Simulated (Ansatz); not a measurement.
The same path of BClH₄OSn (8 atoms, charge 0, multiplicity 1) was run twice with different band settings. The coordinate that changes most is the dihedral H6–B1–Sn2–Cl4.

The calculation used RHF/def2-SVP in Ansatz.

Relaxed end points:

```xyz
8
Properties=species:S:1:pos:R:3
B -0.736 1.590 -0.144
Sn 0.487 -0.323 -0.205
O 0.246 -1.301 1.478
Cl -0.448 -1.724 -1.879
H -0.827 2.259 -1.130
H -1.288 1.921 0.861
H 2.155 -0.269 -0.559
H 0.503 -2.210 1.521
```

```xyz
8
Properties=species:S:1:pos:R:3
B -0.695 1.607 0.059
Sn 0.535 -0.292 -0.146
O -0.154 -1.624 1.118
Cl 0.076 -1.145 -2.315
H -1.807 1.535 0.487
H -0.251 2.661 -0.289
H 2.236 -0.284 -0.032
H 0.154 -2.516 1.061
```

Common settings: spring 5.0 eV/Å²; optimiser quadratic models (default); start path IDPP; force threshold 0.05 eV/Å; iteration limit 60; end points relaxed.

| run | movable images | climbing image |
| --- | --- | --- |
| 1 | 7 | yes |
| 2 | 6 | no |

**Question.** What does each run give, and how far can it be trusted?

**Answer.** Run 1: converged after 7 iterations, highest image 0.001 eV above the first end. The top lies less than 8 meV above the higher end, about what the thresholds resolve: that end is a shoulder or a very shallow well. A vibrational analysis at the climbing image gives one clearly imaginary mode, 49i cm⁻¹: a first-order saddle point.
Run 2: converged after 4 iterations, highest image 0.003 eV above the first end. The top lies less than 8 meV above the higher end, about what the thresholds resolve: that end is a shoulder or a very shallow well. No image climbed, so the highest image needn't sit at the top of the path.
